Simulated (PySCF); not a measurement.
Si(F)(Br)2(Vi), SMILES C=C[Si](F)(Br)Br at its PBE0/def2-SVP optimised geometry (Å):

```
9

C      0.9723     0.5649    -0.0076
C      0.2795    -0.5803     0.0000
Si    -1.5617    -0.5803     0.0000
F     -2.0676     0.9559     0.0000
Br    -2.3847    -1.5582    -1.7977
Br    -2.3880    -1.5570     1.7966
H      0.4748     1.5403    -0.0132
H      2.0676     0.5737    -0.0089
H      0.8091    -1.5403     0.0050
```

Level of theory: PBE0/def2-TZVP in PySCF. Cells within 0.4 Å of a nucleus heavier than hydrogen are left out (blank, or x).

Map of the Laplacian of the electron density (e/bohr⁵), clipped to [-1.50, 1.50] on the plane z = 0.0 Å:

```
|5555555555555555555555555555555|
|5555555555555555555555555555555|
|5555555555555555555555555555555|
|5555555555555555555555555555555|
|5555555555555555555555555555555|
|5555555555555555555555555555555|
|5555555555555555555555555555555|
|5555555555555555555555555555555|
|5555555555555555555555555555555|
|5555555566555555545555555555555|
|5555556888655555004555555555555|
|55555582xx855555413555555555555|
|5555558xxx86555552x744455555555|
|55555577x37555555xxx00055555555|
|555555576655555552xx33355555555|
|5555555559975555312555555555555|
|555555559xx9644xx34555555555555|
|555555559xxx732xxx5555555555555|
|555555559xx95445x24555555555555|
|5555555558965555313555555555555|
|5555555555555555400555555555555|
|5555555555555555544555555555555|
|5555555555555555555555555555555|
|5555555555555555555555555555555|
|5555555555555555555555555555555|
|5555555555555555555555555555555|
|5555555555555555555555555555555|
|5555555555555555555555555555555|
|5555555555555555555555555555555|
|5555555555555555555555555555555|
|5555555555555555555555555555555|
```
Scale: ten equal steps from -1.50 (start of '0') to 1.50 (end of '9'), in the order '0123456789'; x runs from -4.50 to 4.50, y from -4.50 (bottom) to 4.50 (top).
